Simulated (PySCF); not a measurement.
H2InO2, SMILES [OH][In][OH], multiplicity 2.

Geometry: B3LYP-D3(BJ)/def2-TZVP. The def2 effective core potentials stand for the cores of In; spin–orbit coupling is left out. The values are those of a single conformer.

All values below come from PBE/def2-TZVPD (PySCF).

The molecule is in vacuum.

Task: Estimate the frontier levels, dipole moment and polarisability. (The exact figures need the calculation; the answer reports its results.)

Result: 
| Quantity | Result |
|---|---|
| α spin, highest occupied and lowest empty level | -5.65 and -2.01 eV |
| β spin, highest occupied and lowest empty level | -6.71 and -4.73 eV |
| dipole moment | 2.22 D |
| quadrupole, principal values (traceless, Buckingham form, about the centre of nuclear charge) | -6.40, 2.06, 4.34 D·Å |
| mean static polarisability | 57.1 bohr³ (8.46 Å³) |
| polarisability, principal values | 46.4, 54.8, 70.1 bohr³ |
| ⟨S²⟩ | 0.752 (pure state 0.75) |
